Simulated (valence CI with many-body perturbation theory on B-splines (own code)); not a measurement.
# Which ion has this spectrum?

A relativistic CI+MBPT calculation for an atom or ion with 7 electrons gives these levels (eV):

```tsv
J	Parity	E	g
3/2	odd	0.00	1.58
3/2	odd	42.01	1.30
5/2	odd	54.08	1.19
1/2	odd	70.06	0.66
3/2	odd	110.23	1.24
5/2	even	161.88	1.55
3/2	even	190.83	1.56
1/2	even	192.67	2.46
3/2	even	226.75	1.09
5/2	even	239.60	1.24
1/2	even	258.73	1.55
3/2	even	268.98	1.20
1/2	even	315.31	1.31
3/2	odd	403.19	1.33
```

The energies are calculated, and their last digits are not significant.

(1) Which is it?
A. Sr31+
B. Ge25+
C. Kr29+
D. Br28+

Answers

(1) D. Br28+, ground level (2s^2 2p1/2^2 2p3/2) J=3/2.
